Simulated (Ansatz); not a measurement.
Frontier orbitals of `CN(C)[Si](O)(N(C)C)N(C)C`.

Cartesian coordinates in Å:
```
C 1.263 -2.566 0.206
N 1.196 -1.125 0.198
C 2.381 -0.506 -0.334
Si -0.297 -0.316 0.423
O -1.179 -1.138 1.554
N 0.098 1.289 0.885
C -0.646 2.442 0.450
C 1.024 1.575 1.951
N -1.312 -0.344 -0.951
C -0.776 -0.172 -2.275
C -2.751 -0.297 -0.897
H 0.352 -2.987 0.635
H 1.385 -2.978 -0.807
H 2.113 -2.917 0.807
H 3.263 -0.745 0.277
H 2.599 -0.845 -1.359
H 2.268 0.579 -0.356
H -0.968 -0.940 2.467
H -1.258 2.872 1.258
H -1.313 2.175 -0.371
H 0.027 3.235 0.095
H 1.574 0.674 2.231
H 1.760 2.333 1.649
H 0.516 1.959 2.849
H -1.177 -0.929 -2.963
H -1.017 0.815 -2.700
H 0.310 -0.275 -2.267
H -3.097 -0.475 0.121
H -3.149 0.674 -1.234
H -3.191 -1.069 -1.543
```

The species carries charge 0 and has multiplicity 1. All single points use the PBE0-D4/def2-TZVP geometry. It is one conformer, not always the lowest. Basis def2-TZVPP, the Gaussian-basis code of Ansatz.

```tsv
functional	HOMO (eV)	LUMO (eV)	gap (eV)
PBE	-4.67	-0.08	4.59
r2SCAN	-4.89	0.54	5.43
PBE0	-5.97	0.74	6.71
r2SCANh	-5.39	0.79	6.18
r2SCAN0	-6.14	1.13	7.27
ωB97M-V	-8.29	2.12	10.41
```

A quarter of exact exchange (PBE0) shifts PBE's HOMO by −1.30 eV and its LUMO by +0.82 eV; full exchange at long range (ωB97M-V) shifts them by −3.61 and +2.20 eV. The gap opens from 4.59 to 10.40 eV, since occupied levels lose self-interaction and empty ones feel all the electrons. A positive LUMO is unbound and depends on the basis.
